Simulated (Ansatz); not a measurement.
Species: SbI3, net charge -1, doublet state. SMILES of the parent species: [Sb]([I])([I])[I]
Structure (B3LYP-D3(BJ)/def2-TZVP (Ansatz, a first-principles code) minimum search):
```xyz
4

Sb     0.0693    -0.4465     0.0121
I     -2.8003    -1.4039     0.0087
I     -0.3602     2.3224    -0.0627
I      3.0939    -0.4888     0.0424
```
Charge -1, spin multiplicity 2.

Parts of the frozen-core correlation energy in STO-3G (Ansatz, hartree). Frozen orbitals: 92; correlated occupied orbitals by spin: 14 and 13; virtual: 2 and 3. UHF or UKS for open shells. Spin-orbit coupling is left out. Past Kr the def2 sets carry scalar-relativistic core potentials. STO-3G rows are all-electron and non-relativistic.

| term | value |
|---|---|
| reference (HF) | -26803.48773 |
| MP2 opposite-spin | ? |
| MP2 same-spin | -0.00266 |
| CCSD correlation | ? |
| (T) | ? |
| T1 diagnostic | 0.013 |
| largest doubles amplitude | 0.146 |
| <S^2> of the reference | 0.759 |

Task: Complete the blanks.

Result: 
- MP2 opposite-spin, value: -0.02534
- CCSD correlation, value: -0.03831
- (T), value: -0.00145
